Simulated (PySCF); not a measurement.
C2H7ClSi3.

```xyz
13

C      2.5738    -0.2103     0.2952
C      1.2492    -0.4161     0.2511
Si     0.1671    -1.5293     1.3537
Si    -1.7074    -0.9667     0.0274
Si    -0.0002     0.3302    -0.9562
Cl    -0.2146     2.3820    -0.6727
H      3.0829     0.4693    -0.4009
H      3.2232    -0.7034     1.0303
H      0.5833    -2.9670     1.3389
H      0.1102    -1.0614     2.7743
H     -2.2553    -2.0678    -0.8225
H     -2.8141    -0.2120     0.6860
H      0.3457     0.1276    -2.3959
```
Charge 0, spin multiplicity 1.

Geometry: PBE0-D3(BJ)/def2-SVP. A frequency run showed that this geometry is not a minimum. The structure was generated by enumeration; whether it is a known compound was not checked.

All values below come from PBE0/pcSseg-1 (PySCF). Non-relativistic, no solvent.

Task: Give the absolute GIAO shielding of each atom: isotropic value and principal components (ppm). (Estimate from the structure and the level; the computed values follow.)

Result: 
```tsv
atom	σ(iso)	σ11	σ22	σ33	span
C1	21.6	-98.5	11.2	152.0	250.4
C2	26.0	-67.8	-0.5	146.4	214.1
Si3	414.3	361.2	406.1	475.4	114.2
Si4	448.0	420.2	449.8	474.0	53.8
Si5	343.2	298.3	349.1	382.2	83.8
Cl6	941.7	835.8	967.6	1021.7	185.9
H7	24.3	20.3	23.3	29.2	8.9
H8	24.3	21.0	23.4	28.5	7.6
H9	26.5	23.3	24.7	31.4	8.2
H10	26.3	23.2	24.4	31.2	8.0
H11	27.3	24.4	24.8	32.8	8.3
H12	27.4	24.2	25.5	32.5	8.3
H13	25.3	22.1	23.7	29.9	7.8
```
